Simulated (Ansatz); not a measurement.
Reaction (redistribution): `CC(C)[NH][Hf]([F])([Cl])[Cl]` + `C[N](C)[Zr]([F])([F])[F]` → `C[N](C)[Hf]([F])([Cl])[Cl]` + `CC(C)[NH][Zr]([F])([F])[F]`

Gas-phase electronic energies from Ansatz, PBE0-D4/def2-TZVP geometries. CCSD(T)/CBS is the MP2 limit (def2-TZVPP, def2-QZVPP) plus CCSD(T) − MP2 in def2-TZVPP, frozen cores. DFT in def2-TZVPP. B3LYP here is the variant with VWN-RPA as its local correlation; programs differ in this. Elements past krypton have def2 core potentials. For Hf, Zr outer-core shells are correlated without core-valence functions, which leaves a few kJ/mol of doubt a bond. One conformer a species, not always the lowest.

```csv
level,ΔE (kcal/mol),difference from CCSD(T)/CBS
PBE-D4,-1.3,0.4
revPBE-D4,-1.3,0.4
B97M-V,-1.3,0.4
B3LYP-D4,-1.2,0.5
r2SCAN0-D4,-1.5,0.2
B2PLYP,-1.3,0.4
PBE,-1.1,0.6
BLYP,-0.8,0.9
r2SCANh,-1.5,0.2
r2SCAN0,-1.5,0.2
BHLYP,-1.0,0.7
LC-ωPBE,-1.3,0.4
CCSD/def2-SVP,-1.1,0.6
HF/def2-TZVPP,-0.8,0.9
HF/def2-QZVPP,-0.8,0.9
MP2/def2-QZVPP,-1.8,-0.1
CCSD(T)/CBS,-1.7,0
```

Largest T1 diagnostic among the species: 0.016.

Leaving LDA and LC-ωPBE aside and taking each functional with its dispersion term where it has one, the values, not all of them listed here, spread over 0.4 kcal/mol, from PBE-QIDH to BLYP-D4. In def2-TZVPP, CCSD(T) changes the Hartree–Fock value by −0.9 kcal/mol (the triples alone add −0.1 kcal/mol) and MP2 by −1.0 kcal/mol.
